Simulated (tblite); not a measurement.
sulfur trioxide (O3S), singlet, at a GFN2-xTB geometry; GFN1-xTB (tblite).

Here is a job for tblite.
```
$ tblite run mol.xyz --method gfn1 --charge 0 --spin 0 --json tblite.json --no-restart

# file mol.xyz
4

O     -0.69178694    -1.23678958    -0.04601210
S     -0.00000000     0.00000000    -0.00000000
O     -0.72514024     1.21840142    -0.00209182
O      1.41692719     0.01838817     0.04810392
```

It wrote (shortened):

```
xTB calculator
 | screened Coulomb repulsion
 | Coulomb electrostatics
 |  * isotropic Klopman-Ohno-Mataga-Nishimoto electrostatics
 |  * onsite third-order electrostatics
 | DFT-D3(BJ) dispersion correction

halogen bonding energy    0.0000000000000E+00 Eh
repulsion energy          9.7004733294111E-02 Eh
dispersion energy        -8.9853374324115E-04 Eh
number of electrons       2.4000000000000E+01 e
integral cutoff           1.9487547202114E+01 bohr

------------------------------------------------------------
  cycle        total energy    energy error   density error
------------------------------------------------------------
      1     -16.01560801641  -1.6111714E+01   1.0521848E+00
      2     -16.25018713137  -2.3457911E-01   1.2145133E+00
      3     -17.10009798296  -8.4991085E-01   5.4602693E-01
      4     -17.64824835858  -5.4815038E-01   4.0209899E-02
      5     -17.63972175936   8.5265992E-03   6.8016842E-02
      6     -17.64942534918  -9.7035898E-03   5.3999655E-03
      7     -17.64943185314  -6.5039620E-06   1.8441658E-03
      8     -17.64943284566  -9.9251860E-07   6.9293339E-04
      9     -17.64943397746  -1.1318067E-06   1.4435660E-04
     10     -17.64943400203  -2.4566603E-08   9.7552019E-07
------------------------------------------------------------

electronic energy        -1.7745540201580E+01 Eh
total energy             -1.7649434002029E+01 Eh

Post processing:
 | Mayer-Wiberg bond orders

[Info] JSON dump of results written to 'tblite.json'
```
